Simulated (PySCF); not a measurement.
CH₃BBr₂.

```xyz
7

B      0.0231    -0.6418     0.0000
Br    -0.0006     0.3455     1.6505
Br    -0.0006     0.3455    -1.6505
C      0.0076    -2.2002     0.0000
H      0.4683    -2.6296    -0.9018
H     -1.0532    -2.5182     0.0000
H      0.4683    -2.6296     0.9018
```
Charge 0, spin multiplicity 1.

Geometry: B3LYP-D3(BJ)/def2-SVP.

Computed with PBE/pcSseg-1 in PySCF. Non-relativistic, no solvent.

Computed absolute GIAO shielding of each atom: isotropic value and principal components (ppm):
| atom | σ(iso) | σ11 | σ22 | σ33 | span |
|---|---|---|---|---|---|
| B1 | 15.8 | -31.4 | 6.7 | 72.1 | 103.5 |
| Br2 | 1874.6 | 1201.7 | 2139.0 | 2283.1 | 1081.4 |
| Br3 | 1874.6 | 1201.7 | 2139.0 | 2283.1 | 1081.4 |
| C4 | 156.3 | 138.4 | 147.7 | 182.7 | 44.4 |
| H5 | 29.6 | 25.0 | 29.3 | 34.4 | 9.4 |
| H6 | 29.8 | 27.0 | 27.6 | 34.7 | 7.7 |
| H7 | 29.6 | 25.0 | 29.3 | 34.4 | 9.4 |
